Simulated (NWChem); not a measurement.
Species: Si₂H₃Br, singlet; SMILES [SiH3][Si]Br

Program: NWChem. Low-valent species are run as closed-shell singlets; no triplet was tried in these runs. Geometry: optimised at PBE0/def2-SVP. Level: PBE0/def2-SVP with SMD (1 M gas to 1 M solution), gas-phase geometry. Reactions with the solvent are ignored.

Predict the results for solvent n-hexane. Quantities: solvation free energy (kcal/mol); cavity-dispersion-structure term (kcal/mol); dipole in solution (D).


* **solvation free energy (kcal/mol)**: -3.2
* **cavity-dispersion-structure term (kcal/mol)**: -2.5
* **dipole in solution (D)**: 0.92
